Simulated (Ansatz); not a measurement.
Born–Oppenheimer molecular dynamics of CH9AlB2Si (14 atoms, charge 0, multiplicity 1). It starts at the highest image of a converged band. Of that band: Beside the main top the profile has a ripple of under 15 meV (maxima at images 3, 6), which may be a very shallow well or noise. A vibrational analysis at the climbing image gives 2 clearly imaginary modes (438i, 51i cm⁻¹): a point of higher order, so a lower path passes nearby.

The calculation used RKS B3LYP/6-31G in Ansatz.

```json
{
  "ensemble": "NVE (velocity Verlet)",
  "time step": "0.5 fs",
  "steps asked": "111",
  "starting velocities drawn for": "100 K",
  "seed": "8962"
}
```

First frame:

```xyz
14
Properties=species:S:1:pos:R:3
B -2.098 0.405 1.117
B -1.980 -1.078 1.385
Al -0.210 -1.282 0.033
C 1.451 -0.217 0.152
Si 1.569 1.191 -1.153
H -1.830 1.553 1.063
H -2.813 -0.114 0.199
H -2.487 -2.104 1.694
H -0.250 -2.501 -1.021
H 1.544 0.239 1.146
H 2.315 -0.879 -0.003
H 2.857 1.962 -1.042
H 0.434 2.166 -0.992
H 1.485 0.630 -2.548
```

Question: How far do the bonds stretch over the last three quarters of this one trajectory? (Pairs bonded in most of those frames.)

Answer: 
```csv
bond,mean (Å),spread (Å),shortest,longest
B1–B2,1.569,0.020,1.53,1.60
B1–H6,1.209,0.018,1.18,1.24
B1–H7,1.214,0.021,1.18,1.25
B2–Al3,2.222,0.015,2.18,2.24
B2–H8,1.192,0.005,1.18,1.20
Al3–C4,1.973,0.031,1.94,2.02
Al3–H9,1.619,0.033,1.57,1.66
C4–Si5,1.925,0.013,1.90,1.94
C4–H10,1.100,0.022,1.07,1.13
C4–H11,1.100,0.009,1.08,1.11
Si5–H12,1.504,0.014,1.48,1.53
Si5–H13,1.507,0.008,1.49,1.52
Si5–H14,1.503,0.022,1.47,1.54
```

Mean temperature of the second half: 162 K. The conserved energy stayed within 0.055 meV per atom of its start (net change 0.038 meV per atom), so the integration is sound. The system heated up, since it started high on the potential surface and ran downhill. A run of 0.056 ps of so small a system gives no equilibrium averages. The orbitals stay closed-shell, which can raise the energy where a bond breaks towards radicals; this wasn't checked here. Limits of this set-up: no polarisation functions.

The run took 9.5 min on 1 thread of Arm Neoverse V1, with other jobs on the host, peak memory 0.16 GiB.
